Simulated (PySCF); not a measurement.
Ionisation energy of O⁺ by level of theory

O⁺ [He] 2s2 2p3 (4S) → O²⁺ [He] 2s2 2p2 (3P), as a difference of total energies. Calculation: PySCF 2.14, in dyall-av2z (11s7p2d, 42 functions); the non-relativistic Hamiltonian (point nucleus). Correlated levels: valence: 1s2 frozen; virtual orbitals above 40 to 60 times the deepest correlated orbital energy dropped. The calculations carry no spin-orbit coupling.

| method | ionisation energy (eV) | plus first-order spin-orbit estimate | error of that sum (eV) |
| --- | --- | --- | --- |
| UHF | 34.588 | 34.561 | -0.560 |
| LDA | 35.593 | 35.566 | +0.445 |
| PBE | 35.286 | 35.259 | +0.138 |
| PBE0 | 35.320 | 35.293 | +0.172 |
| r2SCAN | 35.497 | 35.470 | +0.349 |
| TPSS | 35.261 | 35.234 | +0.113 |
| B3LYP | 35.306 | 35.279 | +0.158 |
| TPSSh | 35.280 | 35.253 | +0.132 |
| PBEsol | 35.292 | 35.265 | +0.144 |
| MP2 (valence) | 35.086 | 35.059 | -0.062 |
| SCS-MP2 (valence) | 34.854 | 34.827 | -0.294 |

Reference: 35.121 eV (measured; NIST Atomic Spectra Database, ionization energies).

A first-order spin-orbit estimate (lowest level to lowest level, LS coupling) adds -0.027 eV.

Errors of the correlated levels include the incompleteness of this basis and the frozen core.
